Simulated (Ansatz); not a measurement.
Reaction (cleavage of the Si–Si bond): `N[SiH2][SiH2]N` + `N[Si](O)(O)O` → `N[SiH2]O[Si](N)(O)O` + `N[SiH3]`

Gas-phase electronic energies from Ansatz, PBE0-D4/def2-TZVP geometries. CBS: MP2 limit from def2 TZ/QZ plus the TZ coupled-cluster correction, frozen cores. This one scheme is used for every species. Functionals use def2-TZVPP. Each species was taken in one conformer, which may not be the lowest.

| species | r2SCAN-D4 energy (Eh) |
| --- | --- |
| `N[SiH2][SiH2]N` | -693.30143 |
| `N[Si](O)(O)O` | -573.11277 |
| `N[SiH2]O[Si](N)(O)O` | -919.22576 |
| `N[SiH3]` | -347.24022 |

(1) Work out ΔE.

Largest T1 diagnostic among the species: 0.011.

## Answers

(1) ΔE = (-919.22576) + (-347.24022) − (-693.30143) − (-573.11277) = -0.05178 Eh = -32.5 kcal/mol. CCSD(T)/CBS gives -33.4 kcal/mol.

The D4 term adds −0.9 kcal/mol with B3LYP and −0.6 kcal/mol with PBE0; it sums over pairs of atoms, weighted by their polarisabilities, and B3LYP, whose exchange is more repulsive, gets the larger term. From PBE to PBE0 (25 % exact exchange), in def2-TZVPP and without D4, ΔE moves by −1.8 kcal/mol.

B3LYP here is the variant with VWN-RPA as its local correlation; programs differ in this.
